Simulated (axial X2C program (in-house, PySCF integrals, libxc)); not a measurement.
# HfN: from the spin-free to the two-component result

All values were computed with an in-house relativistic program for diatomic molecules. Spin-free means the one-electron spin-free X2C Hamiltonian; two-component (2c) means X2C with spin–orbit coupling and atomic mean-field two-electron Coulomb and Gaunt terms, so the difference of the two also holds small scalar two-electron terms. Basis: Hf dyall-cv3z [13s14p9d7f4g], N dyall-av3z [7s7p3d2f] (cores contracted in-house); Gaussian nuclei, density fitting, unrestricted open shells. Masses: Hf 179.947 u, N 14.003 u.

Spin-free state: M_S = 1/2, Λ = 0 (beyond evenly filled blocks: σα); fragments Hf + N.

```
level  Re (Å)  ωe (cm⁻¹)  De (eV)  μ (D)
  PBE   1.734      936.4    6.470  -5.04
```

Dipoles are positive if N is the positive end.

Two-component determinant lowest at the distance of the search:

Ω = 1/2 (⟨Sz⟩ = 0.50, ⟨Lz⟩ = 0.00 at PBE); fragments Hf + N.

| level | Re (Å) | ωe (cm⁻¹) | μ (D) |
| --- | --- | --- | --- |
| PBE | 1.733 | 936.9 | -5.01 |

(1) From the two tables, how do the constants change at the PBE level (2c against spin-free)?

The state is one determinant whose occupation by symmetry is held fixed; it was picked as the lowest of a PBE0 search that is not exhaustive. Dissociation energies refer to the lowest single-determinant-based atoms at the same level and basis. De is not given where an atomic determinant may have missed its ground term or J level, or where the truncated virtual space spoils (T). Density functionals use the spin component along the axis (collinear). Without a current term, density functionals place determinants with orbital angular momentum somewhat too high.

Answers

(1) At the PBE level Re decreases by 0.001 Å and ωe rises by 0.5 cm⁻¹.
